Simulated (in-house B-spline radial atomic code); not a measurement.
Radial electron density of the fluorine ion F⁺, [He] 2s2 2p4. Computed with a B-spline radial code for spherical atoms: Dirac-Hartree-Fock, average of configuration, Fermi nucleus of rms radius 2.8976 fm, inside a hard spherical wall at 1.83 bohr.

Columns: r (bohr), 4πr²n(r) (electrons per bohr), bar.

```
 0.00697   0.2474 #
 0.00804   0.3228 #
 0.00927   0.4194 ##
  0.0107   0.5443 ##
  0.0123   0.6985 ###
  0.0142   0.8992 ####
  0.0164    1.152 #####
  0.0189    1.462 #######
  0.0218    1.846 ########
  0.0252     2.32 ##########
  0.0291    2.883 #############
  0.0335     3.53 ################
  0.0387     4.29 ###################
  0.0446    5.127 #######################
  0.0515    6.042 ###########################
  0.0594    6.983 ###############################
  0.0685      7.9 ###################################
   0.079    8.727 #######################################
  0.0911    9.378 ##########################################
   0.105    9.768 ############################################
   0.121    9.827 ############################################
    0.14      9.5 ###########################################
   0.161    8.828 ########################################
   0.186    7.845 ###################################
   0.215    6.719 ##############################
   0.248    5.673 #########################
   0.286    4.903 ######################
    0.33    4.564 ####################
    0.38    4.713 #####################
   0.439     5.29 ########################
   0.506    6.082 ###########################
   0.584    6.832 ###############################
   0.673    7.252 ################################
   0.777    7.141 ################################
   0.896    6.413 #############################
    1.03    5.168 #######################
    1.19    3.526 ################
    1.38    1.808 ########
    1.59   0.5209 ##
    1.81 0.003745
```

On this grid the curve has 2 maxima, near 0.121, 0.673 bohr.

The 2s1/2 radial function P(r) = rR(r), positive near the nucleus, with its small component Q(r) (sign convention: Q ≈ (P' + κP/r)/2c):

```
r (bohr)        P           Q
 0.00222  0.02967  -0.0009784
 0.00296  0.03928   -0.001296
 0.00393  0.05166   -0.001708
 0.00524  0.06803   -0.002253
 0.00697  0.08902   -0.002956
 0.00927   0.1159   -0.003861
  0.0123   0.1494   -0.005004
  0.0164   0.1918   -0.006463
  0.0218   0.2423    -0.00824
  0.0291   0.3018     -0.0104
  0.0387   0.3661    -0.01285
  0.0515   0.4298     -0.0155
  0.0685   0.4812    -0.01812
  0.0911   0.5025     -0.0203
   0.121   0.4693     -0.0215
   0.161   0.3536    -0.02111
   0.215   0.1305    -0.01856
   0.286  -0.1925    -0.01381
    0.38  -0.5731   -0.007445
   0.506  -0.9245  -0.0007886
   0.673   -1.126    0.004346
   0.896   -1.089    0.006835
    1.19  -0.8011    0.006779
    1.59  -0.3008    0.005298
```
